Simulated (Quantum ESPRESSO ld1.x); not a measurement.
Values are calculated unless marked as measured or tabulated.
All-electron atom: Zr in [Kr] 4d2 5s1 6s1 (not the ground configuration).

Level of theory: scalar-relativistic Kohn-Sham, LDA (Slater exchange, Perdew-Zunger correlation), spin-polarised, spherical densities, point nucleus; open shells are filled with parallel spins first (ld1.x of Quantum ESPRESSO 7.5).

Energy parts (eV):
part                      energy
total                  -97810.12
kinetic                100540.56
electron-nucleus      -235497.12
Hartree                 40135.69
exchange-correlation    -2989.25

Orbitals (lengths in bohr, moments of r in powers of bohr):
| orbital | occ. | eigenvalue (eV) | <r> | <1/r> | <r^4> |
|---|---|---|---|---|---|
| 1s up | 1 | -17802.5 | 0.03711 | 41.21 | 8.905e-06 |
| 1s down | 1 | -17802.4 | 0.03711 | 41.21 | 8.905e-06 |
| 2s up | 1 | -2470.16 | 0.1628 | 9.237 | 0.001681 |
| 2s down | 1 | -2470.00 | 0.1628 | 9.238 | 0.001681 |
| 2p up | 3 | -2204.90 | 0.1418 | 9.008 | 0.001205 |
| 2p down | 3 | -2204.78 | 0.1418 | 9.008 | 0.001205 |
| 3s up | 1 | -406.993 | 0.4594 | 3.135 | 0.09137 |
| 3s down | 1 | -406.859 | 0.4594 | 3.135 | 0.09130 |
| 3p up | 3 | -320.599 | 0.4628 | 2.979 | 0.1027 |
| 3p down | 3 | -320.456 | 0.4628 | 2.979 | 0.1026 |
| 3d up | 5 | -178.324 | 0.4529 | 2.739 | 0.1223 |
| 3d down | 5 | -178.137 | 0.4527 | 2.740 | 0.1219 |
| 4s up | 1 | -58.2750 | 1.214 | 1.118 | 4.288 |
| 4s down | 1 | -57.3009 | 1.209 | 1.123 | 4.201 |
| 4p up | 3 | -36.3259 | 1.371 | 0.9773 | 7.542 |
| 4p down | 3 | -35.2009 | 1.362 | 0.9844 | 7.295 |
| 5s up | 1 | -7.5496 | 3.411 | 0.3774 | 269.6 |
| 4d up | 2 | -7.4403 | 2.157 | 0.6208 | 64.57 |
| 5s down | 0 | -5.8851 | 3.539 | 0.3649 | 329.6 |
| 4d down | 0 | -5.8842 | 2.141 | 0.6302 | 67.02 |
| 6s up | 1 | -1.4785 | 9.063 | 0.1376 | 11730 |
| 6s down | 0 | -0.9616 | 10.15 | 0.1232 | 19180 |

The highest occupied level is 6s up at -1.479 eV. The configuration is held as typed, so some empty levels lie below it. Spin moment in Bohr magnetons: 4. Summed over all electrons, <r^2> = 136.6 bohr^2, which gives a Langevin (diamagnetic) susceptibility term of -108 x 10^-6 cm^3/mol. The density falls to 0.001 e/bohr^3 at r = 4.48 bohr.
